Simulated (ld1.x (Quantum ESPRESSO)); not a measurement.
**How hard is this tungsten (W) RRKJ potential?**

ld1.x (Quantum ESPRESSO) 7.5 input, shortened:

```
&input
   title='W', zed=74., rel=1, dft='PBE', iswitch=3,
   config='[Xe] 4f14 5d4 6s1.5 6p0.5'
 /
 &inputp
   pseudotype=2, tm=.false., lloc=-1, rcloc=1.40,
   nlcc=.true., rcore=1.16
 /
3
5S  1  0   2.00   0.00  1.60  1.60  0.0
5P  2  1   6.00   0.00  1.45  1.45  0.0
5D  3  2   4.00   0.00  2.35  2.35  0.0
 &test
   configts(1)='5s2 5p6 5d4 6s1.5 6p0.5'
 /
```

Occupied shells without a wave of their own: 6p, 6s. They enter only through the test configuration that unscreens the potential, and ld1.x also counts them in the model core charge.

The pseudo-atom Hamiltonian at the reference potential is diagonalised in spherical Bessel functions j_l(qr) that vanish at 20 bohr, with q² up to the cutoff. All-electron valence levels (Ry): 5s -5.8727, 6s -0.4604, 5p -3.2365, 6p -0.1298, 5d -0.3835.

Task: How do the lowest levels (Ry) of each channel move with the cutoff, and are there ghosts?

Result:

| cutoff (Ry) | s #1 | s #2 | s #3 | p #1 | p #2 | p #3 | d #1 | d #2 | f #1 | Σ f·Δε (mRy) |
| --- | --- | --- | --- | --- | --- | --- | --- | --- | --- | --- |
| 8 | -5.6013 | -0.4647 | -0.0219 | -2.5775 | -0.0881 | 0.0388 | -0.1283 | 0.0461 | 0.0912 | 5590.3 |
| 15 | -5.6332 | -0.4941 | -0.0251 | -3.0645 | -0.1218 | 0.0300 | -0.3210 | 0.0398 | 0.0911 | 1772.8 |
| 25 | -5.7857 | -0.4955 | -0.0252 | -3.0854 | -0.1238 | 0.0295 | -0.3821 | 0.0387 | 0.0911 | 1095.4 |
| 40 | -5.8703 | -0.4965 | -0.0253 | -3.1787 | -0.1277 | 0.0287 | -0.3835 | 0.0387 | 0.0911 | 356.6 |
| 50 | -5.8721 | -0.4973 | -0.0254 | -3.2201 | -0.1298 | 0.0283 | -0.3835 | 0.0387 | 0.0911 | 102.2 |
| 70 | -5.8726 | -0.4987 | -0.0256 | -3.2359 | -0.1307 | 0.0282 | -0.3835 | 0.0387 | 0.0911 | 4.1 |
| 100 | -5.8727 | -0.4989 | -0.0256 | -3.2363 | -0.1307 | 0.0282 | -0.3835 | 0.0387 | 0.0911 | 1.1 |
| 140 | -5.8727 | -0.4989 | -0.0256 | -3.2365 | -0.1307 | 0.0281 | -0.3835 | 0.0387 | 0.0911 | 0.3 |
| 400 | -5.8727 | -0.4989 | -0.0256 | -3.2365 | -0.1307 | 0.0281 | -0.3835 | 0.0387 | 0.0911 | 0.0 |

Result: no extra level below or beside the all-electron valence levels (s, p, d, f tested); 10 mRy is reached at 70 Ry and 1 mRy at 110 Ry.

The potential misses its own reference levels by up to 0.5 eV. ld1.x takes every shell without a wave as core, so the model core holds the 6p, 6s electrons as well and exchange and correlation see them twice. This cancels in the reference configuration, but the file is broken for other ones, and its errors say nothing about a proper core correction. Its largest configuration-test error is -1628 meV.
